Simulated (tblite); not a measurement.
Compound: C7H5N2 (doublet state).
Numbering: `[N:1]#[C:2][c:3]1[cH:4][cH:5][c:6][c:7]([NH2:8])[cH:9]1` (hydrogens: H10 on C4; H11 on C5; H12, H13 on N8; H14 on C9)
Bond orders are those of one Lewis drawing.

Computed with GFN2-xTB (tblite), gas phase: L-BFGS steps from a force-field or distance-geometry start until the largest atomic force falls under 0.01 eV/Å.

Step 0: E = -631.5182 eV
```
atom  x, y, z in Å  |  force x, y, z in eV/Å
N1     -2.4132    2.7759   -0.6783   -0.633   0.879  -0.217
C2     -1.8008    1.8496   -0.4401    1.691  -2.186   0.542
C3     -0.9861    0.6593   -0.1382   -1.387   2.114  -0.522
C4     -1.6280   -0.5050    0.1950   -0.404  -0.568   0.279
C5     -0.8292   -1.6003    0.4738    0.833  -1.088  -0.022
C6      0.5538   -1.5566    0.3960   -1.604   0.592  -0.132
C7      1.1637   -0.3722    0.0495    2.985  -0.615   0.054
N8      2.5803   -0.2156   -0.0417   -0.576  -0.127   0.058
C9      0.3853    0.7255   -0.2139   -0.182   1.336  -0.181
H10    -2.7093   -0.5770    0.2687    0.243   0.045  -0.022
H11    -1.3084   -2.5328    0.7373   -0.017  -0.052   0.068
H12     2.9995    0.6167    0.4103   -0.359  -1.173  -0.939
H13     3.1306   -0.9320   -0.5491   -0.571   1.045   0.996
H14     0.8611    1.6640   -0.4915   -0.020  -0.201   0.038
```

Step 1: E = -631.6198 eV
```
atom  x, y, z in Å  |  force x, y, z in eV/Å
N1     -2.4223    2.7885   -0.6814    2.610  -3.969   1.026
C2     -1.7766    1.8184   -0.4323   -2.763   4.327  -1.117
C3     -1.0059    0.6895   -0.1456    0.202  -0.737   0.223
C4     -1.6338   -0.5131    0.1989    0.464   0.051   0.037
C5     -0.8173   -1.6159    0.4734   -0.708  -0.063  -0.181
C6      0.5309   -1.5481    0.3941    0.413   0.781  -0.317
C7      1.2064   -0.3810    0.0503   -0.377   0.391  -0.049
N8      2.5721   -0.2174   -0.0409    0.203  -0.146   0.023
C9      0.3827    0.7446   -0.2165    0.182  -0.543   0.299
H10    -2.7058   -0.5764    0.2684   -0.058  -0.048   0.024
H11    -1.3086   -2.5335    0.7383   -0.048  -0.273   0.121
H12     2.9944    0.5999    0.3969   -0.145  -0.590  -0.647
H13     3.1224   -0.9171   -0.5349   -0.181   0.488   0.662
H14     0.8608    1.6611   -0.4909    0.207   0.330  -0.102
```

**Question.** Estimate the geometry and energy of step 2. (The exact step hangs on the optimiser's Hessian estimate; all steps are aligned on step 1, rigid shifts and turns removed.)

**Answer.** E = -631.7133 eV, largest force 2.896 eV/Å
```
atom  x, y, z in Å  |  force x, y, z in eV/Å
N1     -2.4030    2.7586   -0.6736   -1.528   2.252  -0.572
C2     -1.7907    1.8432   -0.4389    1.629  -2.320   0.593
C3     -1.0128    0.6962   -0.1469    0.392  -0.774   0.237
C4     -1.6322   -0.5162    0.2010    0.424   0.382  -0.079
C5     -0.8184   -1.6232    0.4717   -0.779   0.267  -0.224
C6      0.5245   -1.5375    0.3904    0.794   0.596  -0.296
C7      1.2217   -0.3813    0.0502   -1.546   0.543  -0.042
N8      2.5703   -0.2195   -0.0403    0.287  -0.092   0.056
C9      0.3832    0.7481   -0.2150   -0.005  -0.688   0.320
H10    -2.7048   -0.5765    0.2685   -0.070  -0.070   0.032
H11    -1.3091   -2.5363    0.7398   -0.064  -0.361   0.132
H12     2.9908    0.5873    0.3852    0.081  -0.075  -0.380
H13     3.1172   -0.9062   -0.5228    0.180  -0.024   0.322
H14     0.8625    1.6628   -0.4916    0.206   0.365  -0.100
```

The energy changes by -0.0935 eV. The first-order estimate −F·Δx gives -0.3575 eV and the mean of the old and new forces, exact on a quadratic surface, -0.0743 eV. The step makes an angle of 35° with the force vector and moves no atom by more than 0.036 Å.

The cost below is that of the whole relaxation. Time: 0.28 s of wall time. Hardware: Arm Neoverse V1, one thread, on a shared host.
